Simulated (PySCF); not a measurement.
# Stretching GaB⁺

Set-up: Ga def2-SVPD, B def2-SVPD; no relativity (PySCF 2.14). Energies in eV from Ga⁺ + B in their ground configurations at the same level. State: ²Σ⁺ (doublet), unpaired electrons σ ↑.

```
R (Å)   r²SCAN     PBE0    ωB97X    TPSSh
2.372  -0.7786  -0.7194  -0.6407  -0.7055
2.482  -0.8827  -0.8284  -0.7560  -0.8192
2.592  -0.9381  -0.8877  -0.8205  -0.8821
2.675  -0.9566  -0.9084  -0.8443  -0.9050
2.758  -0.9606  -0.9141  -0.8523  -0.9122
2.841  -0.9537  -0.9084  -0.8481  -0.9076
2.951  -0.9320  -0.8879  -0.8283  -0.8880
3.089  -0.8920  -0.8486  -0.7878  -0.8495
3.254  -0.8337  -0.7907  -0.7256  -0.7922
3.475  -0.7506  -0.7070  -0.6327  -0.7099
```

**Question.** Put a parabola through the three lowest points of the r²SCAN curve and estimate Re, k and ωe (reduced mass 9.493 u; 1 eV/Å² = 0.16022 mdyn/Å; ωe = 1302.8·√(k/μ) cm⁻¹).

**Answer.** Through R = 2.675, 2.758, 2.841 Å the second-order coefficient is 0.791 eV/Å², so Re ≈ 2.747 Å, k ≈ 0.254 mdyn/Å and ωe ≈ 213 cm⁻¹. A polynomial fit of higher order to the unrounded r²SCAN energies gives Re = 2.743 Å, k = 0.269 mdyn/Å, ωe = 219 cm⁻¹; anharmonicity and rounding make the difference.

The higher-order fit for each curve: r²SCAN: Re = 2.743 Å, ωe = 219 cm⁻¹, De = 0.96 eV; PBE0: Re = 2.754 Å, ωe = 219 cm⁻¹, De = 0.91 eV; ωB97X: Re = 2.767 Å, ωe = 222 cm⁻¹, De = 0.85 eV; TPSSh: Re = 2.763 Å, ωe = 220 cm⁻¹, De = 0.91 eV.

Spin–orbit coupling is left out. For an ion De counts to the pair picked by the measured ionisation energies or electron affinities, which need not be the lowest pair at this level. The state was picked by a PBE0 search and need not be the measured ground state.
